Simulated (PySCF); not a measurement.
## `C=Nc1ccccc1S`: 4 charge schemes on one density

Compound: C₇H₇NS.
Cartesian coordinates in Å at the GFN2-xTB level; atoms count from 1:
```xyz
16
C7H7NS angstrom
C      2.678   -0.458   -0.522
N      1.763    0.403   -0.455
C      0.441    0.113   -0.163
C     -0.196   -1.071   -0.533
C     -1.536   -1.266   -0.266
C     -2.266   -0.281    0.383
C     -1.658    0.906    0.745
C     -0.316    1.117    0.465
S      0.448    2.630    0.929
H      3.668   -0.122   -0.794
H      2.555   -1.523   -0.312
H      0.369   -1.827   -1.059
H     -2.013   -2.187   -0.565
H     -3.313   -0.434    0.596
H     -2.219    1.686    1.237
H      1.586    2.321    0.303
```

Density: PBE0/pcSseg-1 (PySCF); schemes: Mulliken, IAO, Hirshfeld and ESP-fitted. One conformer (not necessarily the lowest) at the GFN2-xTB geometry, without solvent, vibrations or thermal averaging.

Q: What partial charge does each atom carry?

A: In e:

```tsv
atom	environment	Mulliken	IAO	Hirshfeld	ESP-fitted
C1	imine carbon	+0.031	-0.110	+0.019	+0.122
N2	imine nitrogen	-0.508	-0.239	-0.111	-0.582
C3	aromatic carbon bearing nitrogen	+0.236	+0.068	+0.025	+0.776
C4	aromatic CH carbon	-0.029	-0.166	-0.056	-0.525
C5	aromatic CH carbon	-0.071	-0.163	-0.057	+0.048
C6	aromatic CH carbon	-0.063	-0.143	-0.045	-0.378
C7	aromatic CH carbon	0.000	-0.164	-0.060	+0.097
C8	substituted aromatic carbon	-0.382	-0.096	-0.017	-0.416
S9	thiol sulfur	+0.014	-0.009	-0.050	-0.207
H10	hydrogen on a C=N carbon	+0.125	+0.160	+0.059	+0.104
H11	hydrogen on a C=N carbon	+0.106	+0.119	+0.051	+0.049
H12	aromatic hydrogen	+0.097	+0.151	+0.047	+0.214
H13	aromatic hydrogen	+0.089	+0.155	+0.051	+0.120
H14	aromatic hydrogen	+0.094	+0.157	+0.054	+0.183
H15	aromatic hydrogen	+0.085	+0.160	+0.051	+0.158
H16	S–H hydrogen	+0.175	+0.121	+0.041	+0.236
```

Mean size of the charges over all atoms: ESP-fitted 0.263 e, IAO 0.136 e, Mulliken 0.132 e, Hirshfeld 0.049 e. Each set sums to the total charge, 0, to within 0.001 e. The Mulliken scheme gives each basis function's population to the atom it is centred on and halves the overlap population of two atoms between them.

Lowest charge. All schemes agree: Mulliken N2 (-0.508); IAO N2 (-0.239); Hirshfeld N2 (-0.111); ESP-fitted N2 (-0.582).

Highest charge. The schemes don't all agree: Mulliken C3 (+0.236); IAO H10 and H15 (+0.160); Hirshfeld H10 (+0.059); ESP-fitted C3 (+0.776).

Q: How many electrons does the Hirshfeld scheme count on C6?

A: Z − q = 6 − (-0.045) = 6.045.

Q: How closely do the schemes follow one another over all atoms?

A: Correlation coefficient and root-mean-square difference: IAO with Hirshfeld 0.92, 0.098 e; Mulliken with ESP-fitted 0.79, 0.218 e; Mulliken with Hirshfeld 0.72, 0.153 e; Mulliken with IAO 0.71, 0.133 e; Hirshfeld with ESP-fitted 0.67, 0.301 e; IAO with ESP-fitted 0.64, 0.267 e.

Q: Sum the charges by element, for elements with more than one atom.

A: 
| element | atoms | Mulliken | IAO | Hirshfeld | ESP-fitted |
| --- | --- | --- | --- | --- | --- |
| C | 7 | -0.277 | -0.774 | -0.191 | -0.275 |
| H | 7 | +0.771 | +1.023 | +0.351 | +1.064 |
